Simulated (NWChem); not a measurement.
C₃H₇O₂, doublet; SMILES O[CH]COC

```xyz
12

C      0.2540     2.1194    -0.0152
O      0.3320     0.7514     0.3279
C     -0.8447     0.0152    -0.0018
C     -0.5165    -1.4275     0.1944
O      0.6956    -1.8462    -0.2758
H     -0.5494     2.6290     0.5387
H      1.2116     2.5737     0.2518
H      0.0758     2.2593    -1.0933
H     -1.1197     0.2468    -1.0537
H     -1.6970     0.3139     0.6296
H     -1.2893    -2.1869     0.1360
H      1.2751    -1.0620    -0.2364
```
Atoms are numbered in this order, from 1.

Computed with NWChem. Spin-unrestricted. Geometry: optimised at B3LYP/6-31G* (spherical d), spin-unrestricted. No stability test was run on the SCF state. Solvent water, SMD (1 M gas to 1 M solution), gas-phase geometry. Reactions with the solvent are ignored.

### Question
Taking PBE0/def2-TZVP as the yardstick, which of these has the fewest basis functions while keeping “solvation free energy (kcal/mol)” within 0.5 kcal/mol of it: PBE0/def2-SVPD; PBE0/def2-SVP; PBE0/STO-3G?

### Answer
PBE0/def2-SVP.
| level | basis functions | solvation free energy (kcal/mol) |
|---|---|---|
| PBE0/STO-3G | 32 | -0.5 |
| PBE0/def2-SVP | 105 | -3.4 |
| PBE0/def2-SVPD | 162 | -3.7 |
| PBE0/def2-TZVP | 197 | -3.5 |

The yardstick is one finite set, not the basis-set limit.
